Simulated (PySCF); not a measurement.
# Electric properties by functional and basis

CH2BrF.
Numbering: `[F:1][CH2:2][Br:3]` (hydrogens: H4, H5 on C2)

Cartesian coordinates in Å at the PBE0-D3(BJ)/def2-SVP level; atoms count from 1:
```xyz
5
CH2BrF angstrom
F      0.4010    1.3012   -0.2045
C     -0.1434    0.0906   -0.0107
Br     1.2236   -1.2724    0.1678
H     -0.7229    0.0760    0.9227
H     -0.7583   -0.1954   -0.8752
```

PySCF, dipoles from the SCF density, polarisabilities from static response with core orbitals frozen. Isolated species at its PBE0-D3(BJ)/def2-SVP geometry, gas phase. Relativistic effects, spin–orbit coupling among them, are left out although an element past zinc is present.

Reference dipole: 1.739 D (measured, gas; NIST CCCBDB Release 22 (SRD 101), experimental dipoles). The anisotropy is √(½[(α1 − α2)² + (α2 − α3)² + (α3 − α1)²]).

```tsv
level	μ (D)	error (%)	α (Å³)	anisotropy (Å³)
LDA/def2-SVPD	1.690	-2.8	5.77	2.01
PBE/def2-SVPD	1.652	-5.0	5.77	2.00
B3LYP/def2-SVPD	1.731	-0.5	5.61	1.95
PBE0/def2-SVPD	1.744	+0.3	5.53	1.91
BHandHLYP/def2-SVPD	1.830	+5.2	5.39	1.90
CAM-B3LYP/def2-SVPD	1.772	+1.9	5.52	1.92
wB97X-D/def2-SVPD	1.777	+2.2	5.51	1.89
LC-wPBE/def2-SVPD	1.776	+2.2	5.40	1.86
HF/def2-SVPD	1.972	+13.4	5.23	1.86
PBE0/6-31G*	1.855	+6.7	3.96	2.27
PBE0/def2-SVP	1.771	+1.8	3.91	2.30
PBE0/aug-cc-pVDZ	1.768	+1.7	5.40	2.09
PBE0/def2-TZVP	1.754	+0.9	4.86	2.24
PBE0/def2-TZVPD	1.739	0.0	5.62	1.96
PBE0/aug-cc-pVTZ	1.739	0.0	5.60	1.98
```

For the dipole, the smallest error is 0.0% (PBE0/def2-TZVPD and PBE0/aug-cc-pVTZ) and the largest 13.4% (HF/def2-SVPD). The dipole runs from 1.65 D (PBE/def2-SVPD) to 1.97 D (HF/def2-SVPD). No reference polarisability is at hand; against PBE0 in the largest diffuse basis at hand (aug-cc-pVTZ) the other PBE0 rows deviate by 6-31G* -29%, def2-SVP -30%, def2-SVPD -1%, aug-cc-pVDZ -4%, def2-TZVP -13%, def2-TZVPD 0%. In one basis (def2-SVPD) the functionals order the polarisability from HF (lowest) to LDA (highest), a spread of 10%. With PBE0 the polarisability is 4.24 Å³ without diffuse functions (mean of 6-31G*, def2-SVP and def2-TZVP) and 5.54 Å³ with them (mean of def2-SVPD, aug-cc-pVDZ, def2-TZVPD and aug-cc-pVTZ). Measured values can belong to vibrating molecules; the computed ones are for one fixed geometry.
